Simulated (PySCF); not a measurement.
# Polarisability and C₆ of Zn²⁺ (zinc, charge +2)

[Ar] 3d9 4s1, high-spin 3D determinant (an excited configuration). Calculation: PySCF 2.14, in aug-cc-pVQZ-PP with ECP10MDF (7s7p6d4f3g2h, 135 functions); a scalar-relativistic core potential. Coupled (time-dependent) response in atomic units; α is the mean over directions.

```json
{"method": "BHandHLYP", "mean α (bohr³)": "10.78", "α xx, yy, zz": "11.00, 11.00, 10.35", "C₆ (like pair)": "34.10", "S(−4)": "102.1"}
```

S(−4) is the Cauchy moment in α(ω) = α(0) + S(−4) ω² + …

α(iu) at BHandHLYP:

```json
{"u (hartree)": "0", "α(iu) (bohr³)": "10.78"}
{"u (hartree)": "0.0500", "α(iu) (bohr³)": "10.53"}
{"u (hartree)": "0.100", "α(iu) (bohr³)": "9.863"}
{"u (hartree)": "0.200", "α(iu) (bohr³)": "7.947"}
{"u (hartree)": "0.300", "α(iu) (bohr³)": "6.156"}
{"u (hartree)": "0.500", "α(iu) (bohr³)": "3.901"}
{"u (hartree)": "0.750", "α(iu) (bohr³)": "2.583"}
{"u (hartree)": "1.00", "α(iu) (bohr³)": "1.927"}
{"u (hartree)": "1.50", "α(iu) (bohr³)": "1.282"}
{"u (hartree)": "2.00", "α(iu) (bohr³)": "0.9576"}
{"u (hartree)": "3.00", "α(iu) (bohr³)": "0.6197"}
{"u (hartree)": "5.00", "α(iu) (bohr³)": "0.3328"}
```

A single London oscillator, α(iu) = α/(1 + u²/ω²), gives C₆ = (3/4) ω α². Matching the computed C₆ needs ω = 4 × 34.10 / (3 × 10.78²) = 0.391 hartree.

For an ion, C₆ is the dispersion term alone; charge-induced terms of lower order in 1/R come first.

The components differ because the open shell of this determinant is not spherical; for a pure term their mean is the scalar polarisability.

Energies and moments cover only the electrons outside the core potential.
